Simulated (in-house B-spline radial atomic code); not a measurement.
Ar⁶⁺. Computed with a B-spline radial atomic code. Model: all-electron spherical atom, spin shells full or empty, radial basis limit, no spin-orbit coupling, Breit or QED, empty-state partial waves extrapolated as (l+1/2)^-4, RPA, G0W0 and static COHSEX of the highest shell as one setting changes (uncorrelated shells keep exact exchange).

Given: element Ar; charge 6; filled core Ne; hamiltonian non-relativistic; mean-field start Hartree-Fock; highest l of empty states 9; highest mean-field shell 3s.

Shell: 3s 1 1 (electrons up and down).

| lowest nl shells left uncorrelated | RPA correlation energy (hartree) | G0W0 level (eV) | G0W0 minus most complete (meV) | COHSEX level (eV) | removal by RPA minus most complete (meV) |
| --- | --- | --- | --- | --- | --- |
| 0 | -0.69095 | -124.12 | 0 | -126.24 | 0 |
| 1 | ? | ? | ? | ? | ? |
| 2 | ? | ? | ? | ? | ? |
| 3 | -0.080515 | -123.77 | 347.6 | -125.73 | -380.1 |

(1) What follows for lowest nl shells left uncorrelated = 2?

(2) What follows for lowest nl shells left uncorrelated = 1?

Results:

(1) RPA correlation energy -0.42707 hartree; G0W0 level -124.15 eV; G0W0 minus most complete -30 meV; COHSEX level -126.29 eV; removal by RPA minus most complete 18.7 meV.

(2) RPA correlation energy -0.56445 hartree; G0W0 level -124.12 eV; G0W0 minus most complete 4.4 meV; COHSEX level -126.23 eV; removal by RPA minus most complete -1.5 meV.
